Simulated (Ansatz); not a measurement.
Start from `C=[N][Al]([NH2])[OH]` and change one element to get `C=NB(N)O`.

Ansatz, PBE0-D4/def2-TZVP geometries, multiplicity 1. Each molecule was computed in one conformer, which needn't be the lowest.

```json
{"property": "LUMO energy (PBE/def2-TZVPP) / eV", "`C=[N][Al]([NH2])[OH]`": "-1.84"}
{"property": "HOMO–LUMO gap (PBE0/def2-TZVPP) / eV", "`C=[N][Al]([NH2])[OH]`": "5.60"}
{"property": "HOMO energy (ωB97M-V/def2-TZVPP) / eV", "`C=[N][Al]([NH2])[OH]`": "-8.60"}
{"property": "HOMO energy (PBE/def2-TZVPP) / eV", "`C=[N][Al]([NH2])[OH]`": "-4.96"}
{"property": "HOMO energy (B3LYP/def2-TZVPP) / eV", "`C=[N][Al]([NH2])[OH]`": "-6.09"}
{"property": "HOMO energy (PBE0/def2-TZVPP) / eV", "`C=[N][Al]([NH2])[OH]`": "-6.29"}
```

(1) What does the change do to each property? (Best estimate.)

## Answers

(1) Ansatz gave: 
```json
{"property": "LUMO energy (PBE/def2-TZVPP) / eV", "`C=NB(N)O`": "-1.54", "shift": "0.30"}
{"property": "HOMO–LUMO gap (PBE0/def2-TZVPP) / eV", "`C=NB(N)O`": "6.46", "shift": "0.86"}
{"property": "HOMO energy (ωB97M-V/def2-TZVPP) / eV", "`C=NB(N)O`": "-9.19", "shift": "-0.59"}
{"property": "HOMO energy (PBE/def2-TZVPP) / eV", "`C=NB(N)O`": "-5.42", "shift": "-0.46"}
{"property": "HOMO energy (B3LYP/def2-TZVPP) / eV", "`C=NB(N)O`": "-6.63", "shift": "-0.54"}
{"property": "HOMO energy (PBE0/def2-TZVPP) / eV", "`C=NB(N)O`": "-6.85", "shift": "-0.56"}
```

With PBE0 the HOMO falls by 0.56 eV and the LUMO rises by 0.31 eV, so the gap widens by about 0.87 eV. PBE moves the HOMO by -0.46 eV and ωB97M-V by -0.59 eV.

B3LYP here is the variant with VWN-RPA as its local correlation; programs differ in this.
